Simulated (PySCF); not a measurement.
# How methods differ on the ionisation energy of In

In [Kr] 4d10 5s2 5p1 (2P) → In⁺ [Kr] 4d10 5s2 (1S), as a difference of total energies. Computed with PySCF 2.14 in x2c-SVPall, with scalar relativity by spin-free X2C-1e. Correlated levels: valence: [Kr] 4d10 frozen. The calculations carry no spin-orbit coupling.

```tsv
method	ionisation energy (eV)	error (eV)
UHF	5.163	-0.440
B3LYP	5.633	+0.030
MN15	5.702	+0.099
MP2 (valence)	5.277	-0.326
SCS-MP2 (valence)	5.259	-0.344
CCSD (valence)	5.330	-0.273
CCSD(T) (valence)	5.340	-0.263
```

Reference: 5.603 eV (measured; NIST levels, between the centres of gravity of the two terms).

Errors of the correlated levels include the incompleteness of this basis and the frozen core.
